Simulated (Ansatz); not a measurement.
Ansatz (a quantum-chemistry and plane-wave program) input (CCSD(T)/def2-SVP):

Ansatz 0.2 input:
```yaml
crystal:
  periodic: [false, false, false]
  atoms:
    - {symbol: W, position_ang: [-0.01064966, 0.00949806, -0.01658779]}
    - {symbol: H, position_ang: [0.72290291, 1.26070871, -0.89514648]}
    - {symbol: H, position_ang: [-0.12552503, 0.57384013, 1.55475864]}
    - {symbol: H, position_ang: [0.79347029, -0.70766901, 1.23590052]}
    - {symbol: H, position_ang: [-1.57366542, -0.50194273, -0.42999176]}
    - {symbol: H, position_ang: [0.97089189, -1.32779391, -0.23802461]}
basis:
  gaussian:
    orbitals: def2-SVP
total_charge: 1
magnetization: {spin_polarized: false}
correlation: {method: ccsd_t, electrons: outside_noble_gas}
```

End of the output:

```
reference -1872.96867324 eV, -68.8303291978 hartree; 5, 5 occupied and 48, 48 virtual orbitals, 582 factors
second order -5.62037664 eV of doubles, -0.00000000 eV of singles
coupled cluster: 0.10 GiB planned
cycle   1  -6.07888334 eV  change   -4.6e-1 eV  update   9.8e-2
cycle   2  -6.42145815 eV  change   -3.4e-1 eV  update   3.9e-2
cycle   3  -6.52244964 eV  change   -1.0e-1 eV  update   2.1e-2
cycle   4  -6.51780558 eV  change    4.6e-3 eV  update   6.3e-3
cycle   5  -6.51709040 eV  change    7.2e-4 eV  update   1.4e-3
cycle   6  -6.51711440 eV  change   -2.4e-5 eV  update   3.7e-4
cycle   7  -6.51716144 eV  change   -4.7e-5 eV  update   1.5e-4
cycle   8  -6.51720471 eV  change   -4.3e-5 eV  update   5.9e-5
cycle   9  -6.51718062 eV  change    2.4e-5 eV  update   1.9e-5
cycle  10  -6.51718298 eV  change   -2.4e-6 eV  update   6.5e-6
perturbative correction -0.22184397 eV, -0.0081526155 hartree
Total energy: -1879.70770019 eV, -69.0779838702 hartree
```

The spin state was set by rule; other spins were not relaxed.
